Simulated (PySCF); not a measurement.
SnBr4, SMILES [Br][Sn]([Br])([Br])[Br].

The structure is a stationary point at B3LYP-D3(BJ)/def2-SVP. The isomer is the one that the SMILES or the coordinates give; other isomers of the formula were not compared. The def2 effective core potentials stand for the cores of Sn; spin–orbit coupling is left out.

The numbers are results of TDDFT-PBE/def2-SVPD (PySCF), not measurements.

Vertical excitations; the highest root listed may be one member of a degenerate set. The molecule is in vacuum. State labels are in the subgroup D2.

Computed excitation energies, oscillator strengths and character:
```csv
state,symmetry,energy (eV),λ (nm),f,main pairs
S1,B3,3.06,406,0.000,HOMO→LUMO (degenerate set)
S2,B2,3.06,406,0.000,HOMO−1→LUMO (degenerate set)
S3,B1,3.06,406,0.000,HOMO−2→LUMO (degenerate set)
S4,A,3.49,356,0.000,HOMO−6→LUMO (degenerate set)
S5,A,3.49,356,0.000,HOMO−7→LUMO (degenerate set)
S6,B1,3.52,352,0.031,HOMO−5→LUMO (degenerate set)
S7,B2,3.52,352,0.031,HOMO−4→LUMO (degenerate set)
S8,B3,3.52,352,0.031,HOMO−3→LUMO (degenerate set)
S9,B1,5.60,221,0.042,HOMO−8→LUMO (degenerate set)
S10,B2,5.60,221,0.042,HOMO−9→LUMO (degenerate set)
T1,B3,2.81,441,0,HOMO→LUMO (degenerate set)
T2,B2,2.81,441,0,HOMO−1→LUMO (degenerate set)
T3,B1,2.81,441,0,HOMO−2→LUMO (degenerate set)
T4,B3,3.14,395,0,HOMO−3→LUMO 100 %
```
Triplets are in the Tamm–Dancoff approximation, which puts them higher than full response would, so one can lie above its singlet here.
